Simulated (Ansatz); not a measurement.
`C=[CH][Ga]([CH3])[Cl]` + H₂ → `C=[CH][GaH][Cl]` + CH₄ at 298.15 K and 1 bar (hydrogenolysis of a Ga–C bond).

Program: Ansatz. Geometries: PBE0-D4/def2-TZVP. ΔE: electronic, gas phase. CCSD(T)/CBS is the MP2 limit (def2-TZVPP, def2-QZVPP) plus CCSD(T) − MP2 in def2-TZVPP, frozen cores. This one scheme is used for every species. For Ga outer-core shells are correlated without core-valence functions, which leaves a few kJ/mol of doubt a bond. Scalar relativity is left out up to krypton. One conformer a species, not always the lowest.

```tsv
species	CCSD(T)/CBS energy (Eh)	H − E (kJ/mol)	S (J/(mol·K))
`C=[CH][Ga]([CH3])[Cl]`	-2501.53436	231.5	381.8
H₂	-1.17544	35.1	130.4
`C=[CH][GaH][Cl]`	-2462.25636	149.5	334.7
CH₄	-40.46206	127.4	186.2
```

H − E and S are ideal-gas, rigid-rotor, harmonic terms from PBE0-D4/def2-TZVP, for one conformer and one mirror image of each species. For small species the MP2-based limit differs from directly extrapolated CCSD(T) by up to some mEh (0.8 for H₂); such offsets cancel only in part. 1 Eh = 2625.50 kJ/mol, R = 8.31446 J/(mol·K).

Task: By hand: ΔE, ΔH, ΔS and ΔG.

Result: ΔE = (-2462.25636) + (-40.46206) − (-2501.53436) − (-1.17544) = -0.00862 Eh = -22.6 kJ/mol. Δ(H − E) = 149.5 + 127.4 − 231.5 − 35.1 = 10.3, so ΔH = -12.3 kJ/mol. ΔS = 334.7 + 186.2 − 381.8 − 130.4 = 8.7 J/(mol·K). ΔG = -12.3 − 298.15 × (8.7)/1000 = -14.9 kJ/mol.

Task: By hand: the equilibrium constant, and the temperature at which ΔG would vanish if ΔH and ΔS stayed fixed.

Result: log₁₀ K = −ΔG/(RT ln 10) = 2.6. ΔH and −TΔS have one sign here, so there is no such temperature.

The number of gas molecules stays the same, so ΔS is small and ΔH decides. A doubt of 5 kJ/mol in ΔE shifts log₁₀ K by 0.9 here. Other conformers and mirror images would add mixing entropy, several J/(mol·K) or more a flexible species. Modes under 60 cm⁻¹, often nearly free rotors, make the harmonic entropy too high. These are equilibria of isolated gas molecules and say nothing of rates. Largest T1 diagnostic: 0.012 (customary marks: 0.02 for closed shells, 0.045 for open ones).

ΔS is within the doubt of such terms, so its sign, and with it that verdict, could turn.
